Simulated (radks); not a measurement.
Values are calculated unless marked as measured or tabulated.
How relativity changes the ionisation of the caesium ion Cs36+ ([Ar] 3d1) to Cs37+ ([Ar]). Spin-unpolarised spherical Kohn-Sham, BLYP, point nucleus unless stated (finite: rms radius 4.8041 fm), a radial shooting solver on a logarithmic mesh with Libxc functionals. A level marked "c x" has the speed of light scaled by that factor and shares open shells by 2j + 1; other Dirac levels either fill j = l - 1/2 first or share by 2j + 1.

| level | E(Cs36+) (hartree) | E(Cs37+) (hartree) | IE (eV) | HOMO | <r> HOMO (bohr) |
|---|---|---|---|---|---|
| non-rel. | -6551.4607 | -6462.8658 | 2410.8 | 3d | 0.2401 |
| scalar-rel. | -6779.1042 | -6690.4804 | 2411.6 | 3d | 0.2389 |
| scalar-rel., finite nucleus | -6778.8078 | -6690.1838 | 2411.6 | 3d | 0.2389 |
| Dirac, 2j+1 shares | -6782.4122 | -6693.7957 | 2411.4 | 3d5/2 | 0.2400 |
| Dirac, low j first | -6782.8466 | -6693.7957 | 2423.2 | 3d3/2 | 0.2372 |
| Dirac, 2j+1 shares, finite nucleus | -6782.1146 | -6693.4979 | 2411.4 | 3d5/2 | 0.2400 |
| Dirac, c x 0.75 | -6992.5742 | -6903.9676 | 2411.1 | 3d5/2 | 0.2401 |
| Dirac, c x 0.85 | -6882.2846 | -6793.6696 | 2411.3 | 3d5/2 | 0.2401 |
| Dirac, c x 10 | -6553.5916 | -6464.9964 | 2410.8 | 3d5/2 | 0.2401 |

NIST Atomic Spectra Database: 2422 eV (theoretical). The relativistic part of the total energy of Cs36+ is -230.7 hartree (Dirac, 2j+1 shares, finite nucleus), 3.5 % of the non-relativistic value. Spin polarisation and multiplet splitting of open shells are left out at every level.

Beside tabulated values, note that relativity, absent from the non-relativistic runs, is large for the heavy elements, and spin-unpolarised runs miss the spin-polarisation part of the exchange energy of open shells.
